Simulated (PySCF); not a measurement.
C6H10FN.
Numbering: `[H]/[N:1]=[C:2]1\[CH2:3][CH2:4][CH2:5][CH2:6][C@@H:7]1[F:8]` (hydrogens: H9 on N1; H10, H11 on C3; H12, H13 on C4; H14, H15 on C5; H16, H17 on C6; H18 on C7)

The geometry is computed with GFN2-xTB (gas phase).

Q: List the bond lengths, angles and torsions at this level.

A: 
```json
{"bond": "N1=C2", "length (Å)": "1.256"}
{"bond": "C2–C3", "length (Å)": "1.500"}
{"bond": "C3–C4", "length (Å)": "1.534"}
{"bond": "C4–C5", "length (Å)": "1.525"}
{"bond": "C5–C6", "length (Å)": "1.528"}
{"bond": "C6–C7", "length (Å)": "1.529"}
{"bond": "C7–F8", "length (Å)": "1.386"}
{"bond": "C2–C7", "length (Å)": "1.509"}
{"bond": "N1–H9", "length (Å)": "1.019"}
{"bond": "C3–H10", "length (Å)": "1.093"}
{"bond": "C3–H11", "length (Å)": "1.093"}
{"bond": "C4–H12", "length (Å)": "1.092"}
{"bond": "C4–H13", "length (Å)": "1.093"}
{"bond": "C5–H14", "length (Å)": "1.091"}
{"bond": "C5–H15", "length (Å)": "1.092"}
{"bond": "C6–H16", "length (Å)": "1.091"}
{"bond": "C6–H17", "length (Å)": "1.091"}
{"bond": "C7–H18", "length (Å)": "1.095"}
```

A selection of angles:
```json
{"angle": "N1–C2–C3", "degrees": "128.4"}
{"angle": "N1–C2–C7", "degrees": "118.0"}
{"angle": "C3–C2–C7", "degrees": "113.5"}
{"angle": "C2–C3–C4", "degrees": "108.5"}
{"angle": "C3–C4–C5", "degrees": "110.3"}
{"angle": "C4–C5–C6", "degrees": "110.8"}
{"angle": "C5–C6–C7", "degrees": "110.2"}
{"angle": "C6–C7–F8", "degrees": "108.8"}
{"angle": "C2–C7–C6", "degrees": "109.4"}
{"angle": "C2–C7–F8", "degrees": "109.5"}
{"angle": "H9–N1–C2", "degrees": "115.0"}
```

Torsions: N1–C2–C3–C4 118° (anticlinal); C2–C3–C4–C5 57° (synclinal); C3–C4–C5–C6 -58° (synclinal); C4–C5–C6–C7 57° (synclinal); C5–C6–C7–F8 64° (synclinal); N1–C2–C7–C6 -118° (anticlinal); H9–N1–C2–C3 2° (synperiplanar).

The 6-membered ring C2–C3–C4–C5–C6–C7 has internal angles of 108.5° to 113.5° (sum 663°, against 720° for a flat polygon); it is puckered, 0.24 Å rms from its mean plane, widest ring torsion 58°. The 6 C–C bonds span 1.500 Å (C2–C3, drawn single) to 1.534 Å (C3–C4, drawn single), a spread of 0.034 Å. N1 (imine nitrogen) is bent (angle 115.0°). Of the pairs four or more bonds apart, F8···H15 is among the closest relative to their van der Waals radii: 2.59 Å, 97 % of the sum of Bondi's values.

Point group: C1 (no symmetry element, even within 0.4 Å). Not checked by GFN2-xTB frequencies. One conformer, not necessarily the lowest.
